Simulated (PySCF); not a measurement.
A calculated (r2SCAN, PySCF 2.14, dyall-av3z, the spin-free X2C one-electron Hamiltonian (Gaussian nucleus)) atom or ion has these occupied shells.

```
shell  electrons  orbital energy (eV)  rms radius, mean of both spins (bohr)
 1s α          1               -8.026                                   1.76
```

Problem. Name the element and its charge.

Solution. H (hydrogen, neutral), in 1s1, 2S determinant.
